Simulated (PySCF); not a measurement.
## How methods differ on the ionisation energy of Mg⁺

Mg⁺ [Ne] 3s1 (2S) → Mg²⁺ [Ne] (1S), as a difference of total energies. All numbers are calculated (PySCF 2.14, no relativity, point nucleus, in cc-pVDZ). The calculations carry no spin-orbit coupling.

| method | ionisation energy (eV) | error (eV) |
| --- | --- | --- |
| UHF | 14.712 | -0.323 |
| BP86 | 15.194 | +0.159 |
| M06-L | 14.217 | -0.818 |

Reference: 15.035 eV (measured; NIST Atomic Spectra Database, ionization energies).
